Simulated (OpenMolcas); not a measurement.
## Multiconfigurational calculation on Se IV

Input:

```
&GATEWAY
Coord
1

Se 0.0 0.0 0.0
Basis=ANO-RCC-VTZP
Group=XYZ
NoMove
AngMom=0.0 0.0 0.0
AMFI
&SEWARD
* reference wave functions (RASSCF and RASSI steps not shown): 3 electrons in 9 orbitals (RAS2 4s 4p; RAS3 4d, at most 2 electrons)
>>> COPY JOB001 $Project.JobIph
&CASPT2
Multistate=1 1
Frozen=3 6
IPEA=0.25
Imaginary=0.1
MaxIter=60
WThr=0.0 0.3 0.05
PrWF=0.5
NoMix
>>> COPY JOB002 $Project.JobIph
&CASPT2
Multistate=11 1 2 3 4 5 6 7 8 9 10 11
Frozen=3 6
IPEA=0.25
Imaginary=0.1
MaxIter=60
WThr=0.0 0.3 0.05
PrWF=0.5
NoMix
>>> COPY JOB003 $Project.JobIph
&CASPT2
Multistate=3 1 2 3
Frozen=3 6
IPEA=0.25
Imaginary=0.1
MaxIter=60
WThr=0.0 0.3 0.05
PrWF=0.5
NoMix
...
```

Output, cut to the results:

```
--- CASPT2 ---
Orbital specifications:
      -----------------------

      Symmetry species                           1   2
                                                ag  au
      Frozen orbitals                            3   6
      Inactive orbitals                          5   0
      Active orbitals                            6   3
      Secondary orbitals                         7  13
      Deleted orbitals                           0   0
      Number of basis functions                 21  22
Type of calculation                        SS-CASPT2
      Fock operator                              state-specific
      IPEA shift                                 0.25
      Real shift                                 0.00
      Imaginary shift                            0.10
      The input orbitals will be transformed to quasi-canonical
Reference energy:       -2424.8780432971
      E2 (Non-variational):      -0.0434070256
      Shift correction:          -0.0000158248
      E2 (Variational):          -0.0434228504
      Total energy:           -2424.9214661475
      Residual norm:              0.0000001711
      Reference weight:           0.99260
      Contributions to the CASPT2 correlation energy
      Active & Virtual Only:         -0.0028433293
      One Inactive Excited:          -0.0144846051
      Two Inactive Excited:          -0.0260790912
::    CASPT2 Root  1     Total energy:  -2424.92146615
--- CASPT2 ---
Orbital specifications:
      -----------------------

      Symmetry species                           1   2
                                                ag  au
      Frozen orbitals                            3   6
      Inactive orbitals                          5   0
      Active orbitals                            6   3
      Secondary orbitals                         7  13
      Deleted orbitals                           0   0
      Number of basis functions                 21  22
Type of calculation                        MS-CASPT2
      Fock operator                              state-specific
      IPEA shift                                 0.25
      Real shift                                 0.00
      Imaginary shift                            0.10
      The input orbitals will be transformed to quasi-canonical
Reference energy:       -2425.8045116771
      E2 (Non-variational):      -0.0524175266
      Shift correction:          -0.0000242291
      E2 (Variational):          -0.0524417557
      Total energy:           -2425.8569534328
      Residual norm:              0.0000000654
      Reference weight:           0.99027
      Contributions to the CASPT2 correlation energy
      Active & Virtual Only:         -0.0110514342
      One Inactive Excited:          -0.0146925309
      Two Inactive Excited:          -0.0266735615
Reference energy:       -2425.8045116770
      E2 (Non-variational):      -0.0523965633
      Shift correction:          -0.0000241453
      E2 (Variational):          -0.0524207086
      Total energy:           -2425.8569323856
      Residual norm:              0.0000000645
      Reference weight:           0.99029
      Contributions to the CASPT2 correlation energy
      Active & Virtual Only:         -0.0110304653
      One Inactive Excited:          -0.0146925365
      Two Inactive Excited:          -0.0266735616
::    CASPT2 Root  1     Total energy:  -2425.85695343
::    CASPT2 Root  2     Total energy:  -2425.85693239
::    CASPT2 Root  3     Total energy:  -2425.85693255
::    CASPT2 Root  4     Total energy:  -2424.95529015
::    CASPT2 Root  5     Total energy:  -2424.95529014
::    CASPT2 Root  6     Total energy:  -2424.95529014
::    CASPT2 Root  7     Total energy:  -2424.95529014
::    CASPT2 Root  8     Total energy:  -2424.95529346
::    CASPT2 Root  9     Total energy:  -2424.84543485
::    CASPT2 Root 10     Total energy:  -2424.84540124
::    CASPT2 Root 11     Total energy:  -2424.84539960
::    MS-CASPT2 Root  1     Total energy:  -2425.85705096
::    MS-CASPT2 Root  2     Total energy:  -2425.85702987
::    MS-CASPT2 Root  3     Total energy:  -2425.85702970
::    MS-CASPT2 Root  4     Total energy:  -2424.95530451
::    MS-CASPT2 Root  5     Total energy:  -2424.95529015
::    MS-CASPT2 Root  6     Total energy:  -2424.95529013
::    MS-CASPT2 Root  7     Total energy:  -2424.95529011
::    MS-CASPT2 Root  8     Total energy:  -2424.95527913
::    MS-CASPT2 Root  9     Total energy:  -2424.84533732
::    MS-CASPT2 Root 10     Total energy:  -2424.84530392
::    MS-CASPT2 Root 11     Total energy:  -2424.84530228
--- CASPT2 ---
Orbital specifications:
      -----------------------

      Symmetry species                           1   2
                                                ag  au
      Frozen orbitals                            3   6
      Inactive orbitals                          5   0
      Active orbitals                            6   3
      Secondary orbitals                         7  13
      Deleted orbitals                           0   0
      Number of basis functions                 21  22
Type of calculation                        MS-CASPT2
      Fock operator                              state-specific
      IPEA shift                                 0.25
      Real shift                                 0.00
      Imaginary shift                            0.10
      The input orbitals will be transformed to quasi-canonical
Reference energy:       -2425.4687965549
      E2 (Non-variational):      -0.0426179319
      Shift correction:          -0.0000133383
      E2 (Variational):          -0.0426312701
      Total energy:           -2425.5114278250
      Residual norm:              0.0000001734
      Reference weight:           0.99321
      Contributions to the CASPT2 correlation energy
      Active & Virtual Only:         -0.0029000485
      One Inactive Excited:          -0.0128291994
      Two Inactive Excited:          -0.0268886840
Reference energy:       -2425.4687965549
...
```

Levels above the lowest, from the spin-orbit matrix with the single-state CASPT2 energies, averaged by term, on its diagonal:

```csv
Configuration,Term,J,E (cm-1),Measured (cm-1),g,Term weight %,Second
4s2 4p,2P*,1/2,0.0,0.0,0.666,100,
4s2 4p,2P*,3/2,3919,4376,1.334,100,
4s 4p2,4P,1/2,75963,,2.668,100,
4s 4p2,4P,3/2,77491,,1.734,100,
4s 4p2,4P,5/2,79684,,1.599,99,
4s 4p2,2D,3/2,102181,104211,0.801,100,
4s 4p2,2D,5/2,102473,104706,1.203,99,
4s 4p2,2S,1/2,129015,128787,1.937,95,5 2P
4s 4p2,2P,1/2,138326,136134,0.734,95,5 2S
4s 4p2,2P,3/2,140507,138354,1.333,100,
```

Against the 6 measured excited levels shown (Moore, Atomic Energy Levels, vol. II, NSRDS-NBS 35 (1971 reprint of NBS Circular 467, 1952)) the mean absolute deviation is 1500 cm-1; the largest miss in energy is 4s 4p2 2D 5/2: computed 102473, measured 104706 cm-1 (-2.1 %), and the largest in proportion 4s2 4p 2P* 3/2 (-10.4 %).

Active for correlation alone: 4d; no level in the range computed is led by a configuration that fills it, so any true level of that kind is missing. Measured partners are found by configuration, term and J. A level has none where our copy of the source lacks it or the pairing is in doubt (some pairs that miss far off the trend of their configuration count as doubtful), and it then counts in no deviation. Only configurations of the active space appear. The first state left out of the spin-orbit step lies near 190000 cm-1 above the lowest spin-free state of the reference (among the parities and spins computed), and the list stops at four fifths of that energy or lower.

The term weight is that of the spin-free term in the level, not the purity of its configuration. * marks odd parity.
